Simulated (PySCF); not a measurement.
Delta-SCF ions had no search for a lower state. Excitations are Tamm–Dancoff values on a coarser integration grid. The basis has no diffuse functions, so Rydberg states are missing or too high.

# CH₉N₃OSn, SMILES `[NH2][Sn]([NH2])([O]C)[NH2]` (charge 0, multiplicity 1)

The numbers are results of PBE0-D4/def2-TZVP // PBE0-D4/def2-SVP run with PySCF 2.14.0, not measurements.

```json
{
 "HOMO": "-7.32 eV",
 "dipole_moment": "1.00 D",
 "HOMO–LUMO gap": "6.69 eV",
 "LUMO": "-0.63 eV",
 "S1 excitation (TDA)": "5.41 eV",
 "S1 oscillator strength": "0.029",
 "brightest of the four lowest singlets (TDA)": "5.94 eV",
 "T1 excitation (TDA)": "4.89 eV",
 "S1–T1 gap (TDA)": "0.52 eV",
 "vertical ionisation energy (Delta-SCF)": "9.14 eV",
 "total_energy": "-497.1458 Ha",
 "cost": "very roughly 8 core-minutes"
}
```

```xyz
15

C      2.1773    -0.8510     0.0216
O      0.9270    -1.0456    -0.5688
Sn    -0.6081     0.1439    -0.1332
N      0.0872     2.0360    -0.3741
N     -2.0184    -0.5181    -1.4282
N     -1.2975     0.0841     1.7731
H      2.9076    -1.5308    -0.4513
H      2.5611     0.1816    -0.0970
H      2.1809    -1.0761     1.1082
H     -0.6240     2.7352    -0.1653
H      0.4026     2.2065    -1.3276
H     -1.6858    -1.3245    -1.9546
H     -2.8859    -0.7794    -0.9637
H     -0.7090     0.5982     2.4259
H     -1.4151    -0.8600     2.1349
```
Charge 0, spin multiplicity 1.
